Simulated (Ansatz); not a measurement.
A run for Ansatz (an electronic-structure program): R-CCSD(T)/def2-SVP on ClCu (SMILES [Cl][Cu]).

Ansatz 0.2 input:
```yaml
crystal:
  periodic: [false, false, false]
  atoms:
    - {symbol: Cu, position_ang: [-0.00927157, -0.01864391, -1.04577241]}
    - {symbol: Cl, position_ang: [0.00927157, 0.01864391, 1.04577241]}
basis:
  gaussian:
    orbitals: def2-SVP
magnetization: {spin_polarized: false}
correlation: {method: ccsd_t, electrons: outside_noble_gas}
scf: {lower_state_search: off}
```

### Question
What total energy does the run end on?

### Answer
-2098.5228 hartree (reference determinant -2098.1012, T1 diagnostic 0.028).
